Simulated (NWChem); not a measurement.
**Lowest excitation of C₂H₈Si**

```
Si
H 1 1.4967
H 1 1.4967 2 107.42
C 1 1.8893 2 109.42 3 -118.69
H 4 1.1020 1 111.02 2 58.72
H 4 1.1024 5 107.83 1 -121.88
H 4 1.1024 5 107.83 6 -116.25
C 1 1.8893 2 109.42 3 118.69
H 8 1.1020 1 111.02 2 -58.72
H 8 1.1024 9 107.83 1 121.88
H 8 1.1024 9 107.83 10 116.25
```
Charge 0, spin multiplicity 1.

The numbers come from NWChem runs, not from measurements. Structure: optimised with B3LYP/def2-SVP, a minimum by its harmonic frequencies.

Basis set: def2-SVP.

The correlated methods keep 7 core orbitals frozen. B3LYP has NWChem's definition, with VWN1-RPA local correlation. The structure started from a generated list of species. No row is a measurement; the coupled-cluster row has its own basis-set and correlation limits.

Order these methods by the lowest vertical singlet excitation energy they give, lowest first: CIS, TD-PBE, EOM-CCSD, TD-BHandHLYP, TD-B3LYP.

TD-PBE (8.31 eV), TD-B3LYP (8.75 eV), TD-BHandHLYP (9.41 eV), EOM-CCSD (9.51 eV), CIS (10.34 eV)
